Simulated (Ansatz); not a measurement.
LiAl3⁺, relaxed as a doublet with UKS r2SCAN-D4/def2-TZVP in Ansatz, starting from the GFN2-xTB geometry. Force threshold 0.02 eV/Å.

The structure comes from a short search, and lower isomers may exist.

Start:

```xyz
4

Li    1.285    2.003    0.812
Al   -1.091    0.412    0.570
Al    1.057   -0.485   -0.574
Al   -1.251   -1.929   -0.808
```

```csv
step,energy (eV),largest force component (eV/Å),SCF passes
1,-19985.6579,0.704,78
2,-19985.7419,0.211,48
3,-19985.8196,0.212,45
4,-19985.9177,0.140,43
5,-19986.0070,0.311,44
6,-19986.0976,0.325,42
7,-19986.2003,0.222,43
8,-19986.2902,0.205,34
9,-19986.3664,0.159,33
10,-19986.3981,0.063,32
11 (rejected),-19986.3967,0.086,34
12,-19986.3987,0.008,29
```

Force components are those of the run's own axes.

End:

Cartesian coordinates in Å:
```
Li 0.658 1.881 -0.248
Al -0.928 -0.222 1.294
Al 1.162 -1.097 0.167
Al -0.892 -0.561 -1.213
```

By distances, no bond broke or formed. The bond that changes most is Al3–Al4, from 2.73 to 2.53 Å (atoms count from 1).

No frequencies were taken in this run, so the end may be a saddle point.

It took 13 s on 4 threads of AMD EPYC 9R45 on a shared host.
